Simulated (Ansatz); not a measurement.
Two structures, one formula

The two ends of one reaction step of SnAsH$_{7}$S, singlet (PBE0-D4/def2-TZVP).

A:

```xyz
10
angstrom
Sn -0.4948 0.0095 -1.3666
S -0.2957 1.4249 2.2308
H -0.4096 -0.5562 -2.9795
H -2.1080 -0.0874 -0.8235
H 0.0014 1.6454 -1.3581
H 0.9373 0.9823 2.5230
As 1.1250 -1.3729 0.1335
H 0.1834 2.4453 1.5032
H -0.0331 -1.9242 0.9511
H 1.0941 -2.5666 -0.8139
```

B:

```xyz
10
angstrom
Sn -1.3636 1.1241 -1.1507
S -0.8063 1.4438 1.1695
H -0.8192 -0.4049 -1.6736
H -3.0621 1.2170 -1.2050
H -0.6346 2.3636 -2.0645
H 1.6790 -1.2993 2.1546
As 1.6643 -1.3533 0.6360
H 0.4948 1.6611 0.9147
H 0.3540 -2.1210 0.6106
H 2.4936 -2.6310 0.6084
```

Ansatz 0.2.0; basis: def2-TZVPP; cores frozen in the correlated methods. Filled d shells of the heavier atoms are correlated. Core potentials replace the inner electrons of the atoms past krypton. The def2 sets are not built for correlating such inner shells, so the correlated values are less sure here. B3LYP uses VWN-RPA correlation.

Q: Which structure is lower at CCSD(T), and by how much? (Judge from chemistry; the value comes from the calculation.)

A: The calculation gives: B, by 2.9 kJ/mol (electronic energy, against the other); a gap this small isn't resolved in one triple-zeta basis. By their contacts, A is a complex of SnAsH₅ ([AsH2][SnH3]) + H₂S and B is a complex of SnH₄S ([SH][SnH3]) + AsH₃.

Q: Do the other methods give the same order? (Judge from chemistry; the calculation decides.)

A: Computed: Not all: SPW92, PBE-D4, PBE0-D4 give the other order.

| method | E(B) − E(A) (kJ/mol) |
| --- | --- |
| SPW92 | 3.1 |
| PBE-D4 | 0.9 |
| BLYP-D4 | -0.8 |
| r2SCAN-D4 | -2.3 |
| B97M-V | -11.0 |
| PBE0-D4 | 0.1 |
| B3LYP-D4 | -1.2 |
| r2SCAN0-D4 | -1.3 |
| BHLYP-D4 | -2.2 |
| CAM-B3LYP-D4 | -3.4 |
| wB97X-V | -4.1 |
| wB97M-V | -1.6 |
| B2PLYP | -3.0 |
| PBE-QIDH | -1.7 |
| RPA on PBE | -4.1 |
| HF | -10.0 |
| MP2 | -1.5 |
| CCSD | -3.3 |
| CCSD(T) | -2.9 |

No T1 diagnostic of these runs exceeds 0.013.

Labels in which every atom is bracketed show which atoms are joined, not bond orders.

For scale, one of the runs: CCSD(T)/def2-TZVPP, 238 basis functions, launched by `ansatz run in.yaml --threads 8 --pin off --events-out ev --progress --plain --max-ram 19148MiB`. The run took 120 s on 8 CPU threads of an Arm Neoverse V2 (shared host), with 4.7 GiB of host memory at its peak.
